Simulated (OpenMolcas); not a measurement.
**GaHClOF (SMILES [OH][Ga]([F])[Cl]): methods side by side**

GaHClOF: 5 atoms, total charge 0, spin state singlet. SMILES: `[OH][Ga]([F])[Cl]`. The coordinates come from a PBE0-D4/def2-TZVP relaxation. This is one conformer, not always the lowest.

```xyz
5

O    -0.4114   -1.2129    0.5674
Ga    0.0247    0.1940   -0.3972
F    -0.3418    0.1437   -2.0898
Cl    0.9603    1.9231    0.3823
H    -0.1820   -1.1214    1.4958
```

Each level gives the energy change with the O1–H5 bond stretched from 0.961 to 1.105 Å (eV). The values are calculated.

```json
{"level": "HF/def2-SVPD (restricted)", "kind": "Hartree–Fock", "program": "OpenMolcas", "value (eV)": "0.55", "less CCSD(T)/def2-SVPD": "+0.19"}
{"level": "SVWN5/def2-SVPD (restricted)", "kind": "LDA", "program": "OpenMolcas", "value (eV)": "0.30", "less CCSD(T)/def2-SVPD": "-0.06"}
{"level": "BLYP/def2-SVPD (restricted)", "kind": "GGA", "program": "OpenMolcas", "value (eV)": "0.29", "less CCSD(T)/def2-SVPD": "-0.07"}
{"level": "PBE/def2-SVPD (restricted)", "kind": "GGA", "program": "OpenMolcas", "value (eV)": "0.31", "less CCSD(T)/def2-SVPD": "-0.05"}
{"level": "M06-L/def2-SVPD (restricted)", "kind": "meta-GGA", "program": "OpenMolcas", "value (eV)": "0.39", "less CCSD(T)/def2-SVPD": "+0.03"}
{"level": "PBE0/def2-SVPD (restricted)", "kind": "global hybrid", "program": "OpenMolcas", "value (eV)": "0.39", "less CCSD(T)/def2-SVPD": "+0.03"}
{"level": "MP2/def2-SVPD (restricted)", "kind": "perturbation theory", "program": "OpenMolcas", "value (eV)": "0.36", "less CCSD(T)/def2-SVPD": "0.00"}
{"level": "CCSD(T)/def2-SVPD (Cholesky decomposition) (restricted)", "kind": "coupled cluster or CI", "program": "OpenMolcas", "value (eV)": "0.36", "less CCSD(T)/def2-SVPD": "0.00"}
```

Differences are taken from CCSD(T)/def2-SVPD (Cholesky decomposition) (restricted) for orientation; it has basis-set and higher-order errors of its own. All-electron rows without a relativistic Hamiltonian named are non-relativistic. The first shape isn't each level's own minimum. The values span 0.29 to 0.55 eV. In the correlated wave-function rows the outer d shell of Ga is correlated, in sets not made for it.
